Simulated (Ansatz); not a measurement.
Species: C$_{3}$H$_{4}$NSSi, charge 0, multiplicity 2. It need not be the lowest isomer of its formula. 
Geometry from a B3LYP-D3(BJ)/def2-TZVP (Ansatz, a quantum-chemistry and plane-wave program) optimisation:
SMILES: [SiH2]c1nccs1
```xyz
10

Si     2.2194    -0.0817     0.3510
C      0.3857    -0.1964     0.1226
N     -0.3468    -1.1955     0.5632
C     -1.6730    -0.9954     0.3339
C     -1.9963     0.1816    -0.2830
S     -0.5762     1.0807    -0.6008
H      2.8499    -1.4159     0.2389
H      2.7853     0.9058    -0.5999
H     -2.3857    -1.7483     0.6383
H     -2.9726     0.5419    -0.5610
```
Charge 0, spin multiplicity 2.

Basis-set convergence of Hartree-Fock and CCSD(T) correlation energies (hartree) with Ansatz. Valence correlation only, unless marked. Open shells are spin-unrestricted. Spin-orbit coupling is left out. No relativistic terms.

The UHF reference is spin-contaminated (<S^2> 0.31 over the pure value in the largest basis). 

```csv
basis,functions,E(HF),"E(corr, CCSD(T))"
cc-pV(D+d)Z,122,-856.81230,-0.84389
cc-pV(T+d)Z,254,-856.88190,-1.02771
cc-pV(Q+d)Z,468,-856.89994,-1.08743
```

Extrapolating the two largest sets (X = 3 and 4) as X^-3: E(corr) = (64·(-1.08743) - 27·(-1.02771))/37 = -1.1310 Eh, an estimate of the basis-set limit. The largest set recovers 96.1 % of it, the smallest 74.6 %.
